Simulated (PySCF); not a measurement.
PySCF input for C₁₀H₇N₃, SMILES C1C2=CC=CC3=NC=CC(N32)=NC=1, TDA-PBE/def2-SVP. Coordinates come from a B3LYP-D3(BJ)/def2-SVP optimisation.

```python
import numpy as np
from pyscf import gto, scf, dft, tdscf

mol = gto.M(
    atom='''
    C    -0.49760720   -2.74007883    0.00000000
    C     0.80142769   -2.28224782    0.00000000
    C     1.08948143   -0.89153142    0.00000000
    N     2.35098713   -0.47055860    0.00000000
    C     2.58592680    0.84831691    0.00000000
    C     1.59583434    1.80392149    0.00000000
    C     0.23300490    1.40405554    0.00000000
    N    -0.74550589    2.29368617    0.00000000
    C    -2.01857264    1.85034243    0.00000000
    C    -2.36016621    0.52391842    0.00000000
    C    -1.32887314   -0.46403048    0.00000000
    C    -1.56837017   -1.83687632    0.00000000
    N    -0.00575682    0.00578654    0.00000000
    H    -0.69580447   -3.81455212    0.00000000
    H     1.66577485   -2.94381303    0.00000000
    H     3.63968413    1.14983028    0.00000000
    H     1.79716439    2.87331863    0.00000000
    H    -2.79606247    2.62227216    0.00000000
    H    -3.39756124    0.19126813    0.00000000
    H    -2.60378092   -2.17546235    0.00000000
    ''',
    basis='def2-SVP',
    charge=0,
    spin=0,
    symmetry=True,
    max_memory=1600,
    verbose=4,
)
mf = dft.RKS(mol, xc='pbe').density_fit(auxbasis='def2-universal-jkfit')
mf.grids.level = 3
mf.conv_tol = 1e-9
mf.max_cycle = 100
mf.kernel()
mf.grids = dft.Grids(mol).set(level=1).build(with_non0tab=True)  # coarser grid for the response kernel
td = tdscf.TDA(mf)
td.singlet = True
td.nstates = 6
td.conv_tol = 1e-4
td.positive_eig_threshold = 1e-6
td.kernel(x0=td.get_init_guess(mf, 11))
td.analyze()
tt = tdscf.TDA(mf)
tt.singlet = False
tt.nstates = 2
tt.conv_tol = 1e-4
tt.positive_eig_threshold = 1e-6
tt.kernel(x0=tt.get_init_guess(mf, 7))
tt.analyze(verbose=3)
```

Log of the run:

```
PySCF version 2.14.0

[INPUT] verbose = 4
[INPUT] num. atoms = 20
[INPUT] num. electrons = 88
[INPUT] charge = 0
[INPUT] spin (= nelec alpha-beta = 2S) = 0
[INPUT] symmetry True subgroup None
[INPUT] Mole.unit = angstrom
[INPUT] Symbol           X                Y                Z      unit          X                Y                Z       unit  Magmom
[INPUT]  1 C     -0.497607200000  -2.740078830000   0.000000000000 AA   -0.940341325612  -5.177998548419   0.000000000000 Bohr   0.0
[INPUT]  2 C      0.801427690000  -2.282247820000   0.000000000000 AA    1.514478842743  -4.312823328186   0.000000000000 Bohr   0.0
[INPUT]  3 C      1.089481430000  -0.891531420000   0.000000000000 AA    2.058821520500  -1.684750215245   0.000000000000 Bohr   0.0
[INPUT]  4 N      2.350987130000  -0.470558600000   0.000000000000 AA    4.442721798077  -0.889226879559   0.000000000000 Bohr   0.0
[INPUT]  5 C      2.585926800000   0.848316910000   0.000000000000 AA    4.886693430173   1.603086626737   0.000000000000 Bohr   0.0
[INPUT]  6 C      1.595834340000   1.803921490000   0.000000000000 AA    3.015689842776   3.408917566317   0.000000000000 Bohr   0.0
[INPUT]  7 C      0.233004900000   1.404055540000   0.000000000000 AA    0.440315446682   2.653280434278   0.000000000000 Bohr   0.0
[INPUT]  8 N     -0.745505890000   2.293686170000   0.000000000000 AA   -1.408801956350   4.334438677003   0.000000000000 Bohr   0.0
[INPUT]  9 C     -2.018572640000   1.850342430000   0.000000000000 AA   -3.814549452140   3.496640429362   0.000000000000 Bohr   0.0
[INPUT] 10 C     -2.360166210000   0.523918420000   0.000000000000 AA   -4.460067745353   0.990062325415   0.000000000000 Bohr   0.0
[INPUT] 11 C     -1.328873140000  -0.464030480000   0.000000000000 AA   -2.511206288891  -0.876890520650   0.000000000000 Bohr   0.0
[INPUT] 12 C     -1.568370170000  -1.836876320000   0.000000000000 AA   -2.963790083238  -3.471193169499   0.000000000000 Bohr   0.0
[INPUT] 13 N     -0.005756820000   0.005786540000   0.000000000000 AA   -0.010878813148   0.010934975809   0.000000000000 Bohr   0.0
[INPUT] 14 H     -0.695804470000  -3.814552120000   0.000000000000 AA   -1.314879884548  -7.208458794679   0.000000000000 Bohr   0.0
[INPUT] 15 H      1.665774850000  -2.943813030000   0.000000000000 AA    3.147858251688  -5.563000388626   0.000000000000 Bohr   0.0
[INPUT] 16 H      3.639684130000   1.149830280000   0.000000000000 AA    6.878006185626   2.172864318932   0.000000000000 Bohr   0.0
[INPUT] 17 H      1.797164390000   2.873318630000   0.000000000000 AA    3.396148497921   5.429785279310   0.000000000000 Bohr   0.0
[INPUT] 18 H     -2.796062470000   2.622272160000   0.000000000000 AA   -5.283792295475   4.955376206472   0.000000000000 Bohr   0.0
[INPUT] 19 H     -3.397561240000   0.191268130000   0.000000000000 AA   -6.420460235038   0.361444382058   0.000000000000 Bohr   0.0
[INPUT] 20 H     -2.603780920000  -2.175462350000   0.000000000000 AA   -4.920432827168  -4.111028035803   0.000000000000 Bohr   0.0

nuclear repulsion = 730.170326086813
point group symmetry = Cs
symmetry origin: [ 2.14741699e-10 -2.14741417e-10  0.00000000e+00]
symmetry axis x: [1.00000000e+00 3.94680433e-08 0.00000000e+00]
symmetry axis y: [-3.94680433e-08  1.00000000e+00  0.00000000e+00]
symmetry axis z: [0. 0. 1.]
num. orbitals of irrep A' = 158
num. orbitals of irrep A" = 59
number of shells = 99
number of NR pGTOs = 361
number of NR cGTOs = 217
basis = def2-SVP
ecp = {}


[settings echo left out]
init E= -550.496225457187
HOMO (A") = -0.231992179502141  LUMO (A") = -0.140264712782865  gap/eV = 2.49603
cycle= 1 E= -548.318796298908  delta_E= 2.18  |g|= 0.779  |ddm|= 5.86
HOMO (A") = -0.120531735016402  LUMO (A") = -0.0988188163427282  gap/eV = 0.59084
cycle= 2 E= -547.218245935617  delta_E=  1.1  |g|= 2.21  |ddm|= 3.67
HOMO (A") = -0.140908266373635  LUMO (A") = -0.0710977879047441  gap/eV = 1.89964
cycle= 3 E= -548.446595091376  delta_E= -1.23  |g|= 0.326  |ddm|=  3.1
HOMO (A") = -0.168946934910815  LUMO (A") = -0.109606083727793  gap/eV = 1.61475
cycle= 4 E= -548.468870979849  delta_E= -0.0223  |g|= 0.145  |ddm|= 0.521
HOMO (A") = -0.166796881121936  LUMO (A") = -0.107952286219615  gap/eV = 1.60124
cycle= 5 E= -548.468798815839  delta_E= 7.22e-05  |g|= 0.134  |ddm|= 0.342
HOMO (A") = -0.163850076658579  LUMO (A") = -0.103896652292375  gap/eV = 1.63142
cycle= 6 E= -548.474584206451  delta_E= -0.00579  |g|= 0.0316  |ddm|= 0.212
HOMO (A") = -0.163678069861357  LUMO (A") = -0.103748503658987  gap/eV = 1.63077
cycle= 7 E= -548.47482996879  delta_E= -0.000246  |g|= 0.0115  |ddm|= 0.0449
HOMO (A") = -0.163845436138181  LUMO (A") = -0.103940089314965  gap/eV = 1.63011
cycle= 8 E= -548.474857638193  delta_E= -2.77e-05  |g|= 0.00519  |ddm|= 0.0179
HOMO (A") = -0.163899787355657  LUMO (A") = -0.103970413640725  gap/eV = 1.63076
cycle= 9 E= -548.474865173338  delta_E= -7.54e-06  |g|= 0.00116  |ddm|= 0.00768
HOMO (A") = -0.163907608787643  LUMO (A") = -0.10396435297196  gap/eV = 1.63114
cycle= 10 E= -548.474865406459  delta_E= -2.33e-07  |g|= 0.000831  |ddm|= 0.00244
HOMO (A") = -0.163901600523977  LUMO (A") = -0.103964693504571  gap/eV = 1.63097
cycle= 11 E= -548.474865605307  delta_E= -1.99e-07  |g|= 8.24e-05  |ddm|= 0.00105
HOMO (A") = -0.163900689060258  LUMO (A") = -0.103961183415195  gap/eV = 1.63104
cycle= 12 E= -548.474865603682  delta_E= 1.62e-09  |g|= 0.000116  |ddm|= 0.00022
HOMO (A") = -0.16390028319852  LUMO (A") = -0.103964082763881  gap/eV = 1.63095
cycle= 13 E= -548.474865607075  delta_E= -3.39e-09  |g|= 2.12e-05  |ddm|= 0.000133
HOMO (A") = -0.163900083245665  LUMO (A") = -0.10396289142942  gap/eV = 1.63097
cycle= 14 E= -548.474865607172  delta_E= -9.71e-11  |g|= 6.13e-06  |ddm|= 2.5e-05
HOMO (A") = -0.163900204639324  LUMO (A") = -0.103963397637963  gap/eV = 1.63096
Extra cycle  E= -548.474865607077  delta_E= 9.46e-11  |g|= 1.77e-05  |ddm|= 3.24e-05
converged SCF energy = -548.474865607077
tot grids = 84464
Overwritten attributes  positive_eig_threshold  of <class 'pyscf.tdscf.rks.TDA'>


******** <class 'pyscf.tdscf.rks.TDA'> for <class 'pyscf.df.df_jk.DFSymAdaptedRKS'> ********
nstates = 6 singlet
deg_eia_thresh = 1.000e-03
wfnsym = None
conv_tol = 0.0001
eigh lindep = 1e-12
eigh level_shift = 0
eigh max_cycle = 100


Excitation energies (eV)
[1.76847869 3.30291894 3.32012696 3.57936574 3.72440831 4.44331571]

** Singlet excitation energies and oscillator strengths **
Excited State   1:   A'      1.76848 eV    701.08 nm  f=0.0005
      44 -> 45       -0.70385
Excited State   2:   A"      3.30292 eV    375.38 nm  f=0.0000
      42 -> 45        0.16432
      43 -> 45       -0.68743
Excited State   3:   A"      3.32013 eV    373.43 nm  f=0.0000
      42 -> 45       -0.68745
      43 -> 45       -0.16422
Excited State   4:   A'      3.57937 eV    346.39 nm  f=0.0942
      40 -> 45        0.10922
      41 -> 45       -0.31260
      44 -> 46        0.60748
Excited State   5:   A'      3.72441 eV    332.90 nm  f=0.1313
      40 -> 45       -0.27277
      41 -> 45       -0.13139
      44 -> 47        0.61566
Excited State   6:   A"      4.44332 eV    279.04 nm  f=0.0003
      42 -> 46        0.13192
      43 -> 46       -0.53454
      43 -> 47       -0.43480

** Transition electric dipole moments (AU) **
state          X           Y           Z        Dip. S.      Osc.
  1        -0.0886      0.0638     -0.0000      0.0119      0.0005
  2        -0.0000     -0.0000      0.0040      0.0000      0.0000
  3        -0.0000      0.0000     -0.0034      0.0000      0.0000
  4         0.9112     -0.4944      0.0000      1.0747      0.0942
  5        -0.6359     -1.0170     -0.0000      1.4385      0.1313
  6        -0.0000     -0.0000      0.0558      0.0031      0.0003

** Transition velocity dipole moments (imaginary part, AU) **
state          X           Y           Z        Dip. S.      Osc.
  1         0.0107     -0.0102     -0.0000      0.0002      0.0022
  2        -0.0000     -0.0000     -0.0136      0.0002      0.0010
  3         0.0000      0.0000     -0.0131      0.0002      0.0009
  4        -0.0903      0.0593      0.0000      0.0117      0.0592
  5         0.0508      0.0709      0.0000      0.0076      0.0370
  6        -0.0000     -0.0000     -0.0064      0.0000      0.0002

** Transition magnetic dipole moments (imaginary part, AU) **
state          X           Y           Z
  1         0.0000      0.0000      2.4926
  2        -0.1143     -0.0781      0.0000
  3         0.1237     -0.0606     -0.0000
  4        -0.0000     -0.0000      0.0518
  5         0.0000     -0.0000     -0.0074
  6         0.1160      0.2676      0.0000


******** <class 'pyscf.tdscf.rks.TDA'> for <class 'pyscf.df.df_jk.DFSymAdaptedRKS'> ********
nstates = 2 triplet
deg_eia_thresh = 1.000e-03
wfnsym = None
conv_tol = 0.0001
eigh lindep = 1e-12
eigh level_shift = 0
eigh max_cycle = 100


Excitation energies (eV)
[1.52303345 2.43692106]

** Triplet excitation energies and oscillator strengths **
Excited State   1:   A'      1.52303 eV    814.06 nm  f=0.0000
Excited State   2:   A'      2.43692 eV    508.77 nm  f=0.0000
```

The calculation finished and met its thresholds.
